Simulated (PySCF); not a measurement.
Isomers of C5H10OSi2, mass 142.027 u with the commonest isotopes. Level of theory: PBE0/pcSseg-1 in PySCF (dipole) on a GFN2-xTB geometry, gas phase. One conformer each, none proved a minimum here; rigid rotors.

Question: Order these by rotational constant B, largest first.
A. `[CH2:1]=[C:2]1[CH2:3][O:4][SiH2:5][C:6](=[CH2:7])[SiH2:8]1` with C1–C2–C3–O4 -121°, C2–C3–O4–Si5 -62°, C3–O4–Si5–C6 45°, O4–Si5–C6–C7 150°
B. `[CH2:1]=[CH:2][SiH2:3][C:4](=[C:5]=[O:6])[SiH2:7][CH3:8]` with C1–C2–Si3–C4 19°, C2–Si3–C4–C5 -105°, Si3–C4–Si7–C8 -87°
C. `[CH:1]#[C:2][SiH2:3][C@H:4]1[CH2:5][CH2:6][O:7][SiH2:8]1` with C2–Si3–C4–C5 56°, Si3–C4–C5–C6 162°, C4–C5–C6–O7 -40°, C5–C6–O7–Si8 25°, C6–O7–Si8–C4 -3°

Answer: A (1374 MHz), B (1121 MHz), C (802.6 MHz).

Question: Order these by rotational constant A, smallest first.
A. `[CH2:1]=[C:2]1[CH2:3][O:4][SiH2:5][C:6](=[CH2:7])[SiH2:8]1` with C1–C2–C3–O4 -121°, C2–C3–O4–Si5 -62°, C3–O4–Si5–C6 45°, O4–Si5–C6–C7 150°
B. `[CH2:1]=[CH:2][SiH2:3][C:4](=[C:5]=[O:6])[SiH2:7][CH3:8]` with C1–C2–Si3–C4 19°, C2–Si3–C4–C5 -105°, Si3–C4–Si7–C8 -87°
C. `[CH:1]#[C:2][SiH2:3][C@H:4]1[CH2:5][CH2:6][O:7][SiH2:8]1` with C2–Si3–C4–C5 56°, Si3–C4–C5–C6 162°, C4–C5–C6–O7 -40°, C5–C6–O7–Si8 25°, C6–O7–Si8–C4 -3°

Answer: B (1367 MHz), A (1963 MHz), C (3076 MHz).

Question: Order these by radius of gyration √(Σ m r²/M), smallest first.
A. `[CH2:1]=[C:2]1[CH2:3][O:4][SiH2:5][C:6](=[CH2:7])[SiH2:8]1` with C1–C2–C3–O4 -121°, C2–C3–O4–Si5 -62°, C3–O4–Si5–C6 45°, O4–Si5–C6–C7 150°
B. `[CH:1]#[C:2][SiH2:3][C@H:4]1[CH2:5][CH2:6][O:7][SiH2:8]1` with C2–Si3–C4–C5 56°, Si3–C4–C5–C6 162°, C4–C5–C6–O7 -40°, C5–C6–O7–Si8 25°, C6–O7–Si8–C4 -3°
C. `[CH2:1]=[CH:2][SiH2:3][C:4](=[C:5]=[O:6])[SiH2:7][CH3:8]` with C1–C2–Si3–C4 19°, C2–Si3–C4–C5 -105°, Si3–C4–Si7–C8 -87°

Answer: A (2.052 Å), C (2.249 Å), B (2.338 Å).

| SMILES | point group | Ia (u·Å²) | Ib (u·Å²) | Ic (u·Å²) | κ | μa (D) | μb (D) | μc (D) |
| --- | --- | --- | --- | --- | --- | --- | --- | --- |
| C=C1CO[SiH2]C(=C)[SiH2]1 | C1 | 257.48 | 367.84 | 571.00 | -0.09 | 0.21 | 1.05 | 0.20 |
| C=C[SiH2]C(=C=O)[SiH2]C | C1 | 369.66 | 450.84 | 615.93 | 0.10 | 0.88 | 1.96 | 0.08 |
| C#C[SiH2][C@H]1CCO[SiH2]1 | C1 | 164.27 | 629.65 | 759.23 | -0.89 | 1.09 | 0.83 | 0.52 |
